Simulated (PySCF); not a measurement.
F3Ga, SMILES [Ga+]([F])([F])[F] (connectivity only; charge and spin as stated), charge +1, multiplicity 2.

Geometry optimised at r2SCAN-D4/def2-SVP.

Computed with B3LYP/def2-TZVPD (PySCF).

```
Item                                                               Result
------------------------------------------------  -----------------------
total energy                                          -2224.18735 hartree
point group                                                           C2v
α spin, highest occupied and lowest empty level      -18.56 and -10.59 eV
β spin, highest occupied and lowest empty level      -18.54 and -15.07 eV
dipole moment about the centre of nuclear charge                   0.12 D
mean static polarisability                           27.5 bohr³ (4.07 Å³)
polarisability, principal values                   16.4, 28.1, 37.9 bohr³
⟨S²⟩                                              0.757 (pure state 0.75)
```
